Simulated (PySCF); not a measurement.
Input for PySCF: R-HF/3-21G on BeCl-, 2S+1 = 1, a spin state set in the input, which need not be the lowest, a point of a bond scan (R = 2.062 Å). Charge -1.

```python
from pyscf import gto, scf, dft, mp
from pyscf.data.elements import chemcore

mol = gto.M(
    atom='''
    Be    0.00000000    0.00000000    0.00000000
    Cl    0.00000000    0.00000000    2.06214800
    ''',
    basis='3-21g',
    charge=-1, spin=0, verbose=3, max_memory=1800)
mf = scf.RHF(mol)
mf.conv_tol = 1e-8
mf.max_cycle = 100
mf.kernel()
if not mf.converged:
    mf = mf.newton().run(mf.mo_coeff, mf.mo_occ)
```

Problem. Give the final energy of this run.

Solution. -471.8811 hartree.
